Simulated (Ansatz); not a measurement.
Geometry optimisation, Ansatz 0.2.0, RKS PBE0/6-31G*.

Input file:

```yaml
crystal:
  periodic: [false, false, false]
  atoms:
    - { symbol: F, position_ang: [0.36066, -2.22188, 0.86145] }
    - { symbol: B, position_ang: [0.22524, -0.99332, 0.41694] }
    - { symbol: O, position_ang: [1.0016, 0.07463, 0.48459] }
    - { symbol: Si, position_ang: [-0.50955, 0.52787, -0.4197] }
    - { symbol: H, position_ang: [-0.44049, -1.85058, -0.01988] }
    - { symbol: H, position_ang: [-1.06608, 1.62185, 0.36435] }
basis:
  gaussian: { orbitals: "6-31G*" }
hamiltonian:
  xc: pbe0
relax:
  f_tol: 0.02
  max_steps: 50
```

Run as:

```bash
$ ansatz run input.yaml --threads 1 --pin off --max-ram 2048MiB --backend cpu --events-out ev --progress --plain --runs-dir out
```

Where does it end, and by what steps?

The run converged. The force dipped under the threshold on the way, but the program's further checks kept it going. After 26 steps the energy has fallen by 5.183 eV; Si4 moved furthest, 1.09 Å. Parted: B2–Si4.

```tsv
step	energy less start (eV)	largest force component (eV/Å)	accepted
0	0.0000	4.815	yes
1	-1.7530	3.058	yes
2	-3.3673	4.958	yes
3	-4.3945	3.161	yes
4	-4.6933	1.617	yes
5	-4.8541	1.069	yes
6	-4.9648	0.494	yes
7	-5.0339	0.944	yes
8	-5.1296	0.669	yes
9	-5.1477	0.218	yes
10	-5.1577	0.050	yes
11	-5.1580	0.067	yes
12	-5.1580	0.066	yes
13	-5.1574	0.378	no
14	-5.1618	0.133	yes
15	-5.1654	0.189	yes
16	-5.1662	0.309	yes
17	-5.1746	0.473	yes
18	-5.1809	0.152	yes
19	-5.1800	0.251	no
20	-5.1823	0.019	yes
21	-5.1822	0.080	no
22	-5.1822	0.084	no
23	-5.1824	0.009	yes
24	-5.1825	0.029	yes
25	-5.1825	0.021	yes
26	-5.1825	0.009	yes
```

```xyz
6
Properties=species:S:1:pos:R:3
F 0.926 -2.324 0.850
B 0.162 -1.300 0.510
O 0.762 -0.101 0.275
Si 0.112 1.390 -0.163
H -1.022 -1.457 0.421
H -1.368 0.951 -0.205
```

Whether the end is a true minimum wasn't checked by a vibrational analysis.

Run time: 70 s on 1 thread of Arm Neoverse V1 (shared host), peak memory 0.15 GiB.
